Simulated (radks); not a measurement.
The numbers below are computed, except where a source is named.
Ge18+, configuration [Ne] 3s2 3p2.

Code: a radial shooting solver on a logarithmic mesh with Libxc functionals. Model: scalar-relativistic Kohn-Sham, r2SCAN, spin-polarised, spherical densities, finite nucleus; open shells are filled with parallel spins first; meta-GGA in the generalised Kohn-Sham scheme; Fermi nuclear charge, rms radius 4.0742 fm.

Energy parts (eV):
| part | energy |
|---|---|
| total | -52266.145 |
| kinetic | 53318.116 |
| electron-nucleus | -115099.138 |
| Hartree | 11094.936 |
| exchange-correlation | -1580.060 |

Orbitals (lengths in bohr, moments of r in powers of bohr):
| orbital | occ. | eigenvalue (eV) | <1/r> | <r^4> |
|---|---|---|---|---|
| 1s up | 1 | -11701.90 | 32.38 | 0.00002280 |
| 1s down | 1 | -11698.62 | 32.38 | 0.00002278 |
| 2s up | 1 | -2071.079 | 7.204 | 0.004392 |
| 2s down | 1 | -2069.478 | 7.204 | 0.004355 |
| 2p up | 3 | -1900.296 | 7.038 | 0.003180 |
| 2p down | 3 | -1897.053 | 7.035 | 0.003161 |
| 3s up | 1 | -738.9148 | 2.749 | 0.1478 |
| 3s down | 1 | -726.3073 | 2.730 | 0.1510 |
| 3p up | 2 | -683.4465 | 2.658 | 0.1463 |
| 3p down | 0 | -671.0619 | 2.646 | 0.1495 |

The highest occupied level is 3p up at -683.45 eV. The electron density at the nucleus is 3.23e+04 e/bohr^3 (large components only). Summed over all electrons, <r^2> = 1.607 bohr^2, which gives a Langevin (diamagnetic) susceptibility term of -1.27 x 10^-6 cm^3/mol. The density falls to 0.001 e/bohr^3 at r = 1.32 bohr. For comparison, the ionisation energy in NIST's Atomic Spectra Database is 707 eV (semi-empirical). In exact Kohn-Sham theory the highest level is minus the ionisation energy, but local and semilocal functionals leave it too shallow, through self-interaction and a potential that decays too fast; potentials with the right tail come closer.
